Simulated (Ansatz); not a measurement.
**Molecular dynamics of ClH$_{3}$O$_{3}$Sn**

Input file:

```yaml
crystal:
  periodic: [false, false, false]
  atoms:
    - { symbol: Sn, position_ang: [-0.101013, -0.13871, -0.068216] }
    - { symbol: Cl, position_ang: [0.222727, -0.032795, 2.244049] }
    - { symbol: O, position_ang: [1.642045, -0.537989, -0.870432] }
    - { symbol: H, position_ang: [2.347551, -0.220935, -0.269253] }
    - { symbol: O, position_ang: [-0.776995, 1.549978, -0.787642] }
    - { symbol: H, position_ang: [-1.753456, 1.568357, -0.714917] }
    - { symbol: O, position_ang: [-1.440986, -1.495052, -0.525889] }
    - { symbol: H, position_ang: [-1.232174, -2.341355, -0.080501] }
basis:
  gaussian: { orbitals: def2-SVP }
hamiltonian:
  xc: lda
md:
  timestep: 0.5
  n_steps: 100
  ensemble: nvt_langevin
  temperature: 500.0
  initial_velocities: maxwell_boltzmann
  seed: 473534
  friction: 0.02
```

Run as:

```bash
$ ansatz run input.yaml --threads 2 --pin off --max-ram 3072MiB --backend cpu --events-out ev --progress --plain --runs-dir out
```

It starts from a relaxed structure.

Output, in part (one step line in 4, the closing report, with atoms numbered from 0):

```
md step     0: t =     0.00 fs  T =   437.5 K  F+E_penalty+E_count = -24443.44225708 eV  E_kin = 0.452410 eV  (28 SCF iters)
md step     4: t =     2.00 fs  T =   472.3 K  F+E_penalty+E_count = -24443.40993681 eV  E_kin = 0.488406 eV  (27 SCF iters)
md step     8: t =     4.00 fs  T =   441.9 K  F+E_penalty+E_count = -24443.38543472 eV  E_kin = 0.456958 eV  (27 SCF iters)
md step    12: t =     6.00 fs  T =   401.2 K  F+E_penalty+E_count = -24443.32879184 eV  E_kin = 0.414894 eV  (27 SCF iters)
md step    16: t =     8.00 fs  T =   269.2 K  F+E_penalty+E_count = -24443.27633276 eV  E_kin = 0.278407 eV  (27 SCF iters)
md step    20: t =    10.00 fs  T =   184.1 K  F+E_penalty+E_count = -24443.22908632 eV  E_kin = 0.190355 eV  (29 SCF iters)
md step    24: t =    12.00 fs  T =   185.7 K  F+E_penalty+E_count = -24443.20199538 eV  E_kin = 0.192042 eV  (27 SCF iters)
md step    28: t =    14.00 fs  T =   200.7 K  F+E_penalty+E_count = -24443.19975576 eV  E_kin = 0.207506 eV  (27 SCF iters)
md step    32: t =    16.00 fs  T =   231.1 K  F+E_penalty+E_count = -24443.22039845 eV  E_kin = 0.238999 eV  (26 SCF iters)
md step    36: t =    18.00 fs  T =   323.4 K  F+E_penalty+E_count = -24443.23948773 eV  E_kin = 0.334375 eV  (26 SCF iters)
md step    40: t =    20.00 fs  T =   330.6 K  F+E_penalty+E_count = -24443.25183253 eV  E_kin = 0.341839 eV  (27 SCF iters)
md step    44: t =    22.00 fs  T =   466.2 K  F+E_penalty+E_count = -24443.25186317 eV  E_kin = 0.482059 eV  (30 SCF iters)
md step    48: t =    24.00 fs  T =   450.6 K  F+E_penalty+E_count = -24443.23598838 eV  E_kin = 0.465943 eV  (30 SCF iters)
md step    52: t =    26.00 fs  T =   338.4 K  F+E_penalty+E_count = -24443.23111849 eV  E_kin = 0.349958 eV  (29 SCF iters)
md step    56: t =    28.00 fs  T =   276.6 K  F+E_penalty+E_count = -24443.24714834 eV  E_kin = 0.286012 eV  (29 SCF iters)
md step    60: t =    30.00 fs  T =   309.3 K  F+E_penalty+E_count = -24443.27417681 eV  E_kin = 0.319844 eV  (29 SCF iters)
md step    64: t =    32.00 fs  T =   347.0 K  F+E_penalty+E_count = -24443.32283473 eV  E_kin = 0.358855 eV  (29 SCF iters)
md step    68: t =    34.00 fs  T =   386.3 K  F+E_penalty+E_count = -24443.34161238 eV  E_kin = 0.399487 eV  (27 SCF iters)
md step    72: t =    36.00 fs  T =   374.2 K  F+E_penalty+E_count = -24443.32969036 eV  E_kin = 0.386904 eV  (27 SCF iters)
md step    76: t =    38.00 fs  T =   359.8 K  F+E_penalty+E_count = -24443.30759769 eV  E_kin = 0.372031 eV  (27 SCF iters)
md step    80: t =    40.00 fs  T =   320.3 K  F+E_penalty+E_count = -24443.27241811 eV  E_kin = 0.331234 eV  (27 SCF iters)
md step    84: t =    42.00 fs  T =   261.1 K  F+E_penalty+E_count = -24443.17327158 eV  E_kin = 0.269998 eV  (27 SCF iters)
md step    88: t =    44.00 fs  T =   345.0 K  F+E_penalty+E_count = -24443.21364028 eV  E_kin = 0.356717 eV  (27 SCF iters)
md step    92: t =    46.00 fs  T =   226.2 K  F+E_penalty+E_count = -24443.11297234 eV  E_kin = 0.233920 eV  (27 SCF iters)
md step    96: t =    48.00 fs  T =   321.1 K  F+E_penalty+E_count = -24443.19074405 eV  E_kin = 0.332083 eV  (27 SCF iters)
md step   100: t =    50.00 fs  T =   186.4 K  F+E_penalty+E_count = -24443.14058968 eV  E_kin = 0.192720 eV  (29 SCF iters)
Total energy: -24443.14062645 eV, -898.2688498664 hartree
Atom 0 at    -0.069443    -0.185325    -0.068364 Å, force     1.244604     1.272920     1.041142 eV/Å
Atom 1 at     0.169063    -0.218632     2.319734 Å, force     0.114034     0.013306    -0.888618 eV/Å
Atom 2 at     1.580025    -0.582999    -1.031770 Å, force    -0.016891    -0.769647     0.238496 eV/Å
Atom 3 at     2.119030     0.035043    -1.552673 Å, force    -0.261727     0.489231     0.107896 eV/Å
Atom 4 at    -0.766015     1.581805    -0.631014 Å, force     0.362425    -0.514688     0.119970 eV/Å
Atom 5 at    -1.671461     1.323860    -0.876384 Å, force    -0.598437     0.288210    -0.201132 eV/Å
Atom 6 at    -1.418675    -1.503427    -0.369953 Å, force    -0.508114    -2.654656     0.587584 eV/Å
Atom 7 at    -1.239055    -2.380040     0.142004 Å, force    -0.335894     1.875325    -1.005337 eV/Å
Dipole moment:    -0.031092    -0.169287    -0.303061 e Å
```

All steps were run. The mean temperature of the second half is 37 % below the set value. A run of 0.05 ps of so small a system gives no equilibrium averages.

The same pairs are bonded in the first frame and the last. Pairs count as bonded within 1.25 times the sum of covalent radii (0.12 Å more for H–H).

Last frame:

```xyz
8
Properties=species:S:1:pos:R:3
Sn -0.069 -0.185 -0.068
Cl 0.169 -0.219 2.320
O 1.580 -0.583 -1.032
H 2.119 0.035 -1.553
O -0.766 1.582 -0.631
H -1.671 1.324 -0.876
O -1.419 -1.503 -0.370
H -1.239 -2.380 0.142
```

Run time: 110 s on 2 threads of Arm Neoverse V1, on a shared host, peak memory 0.13 GiB.
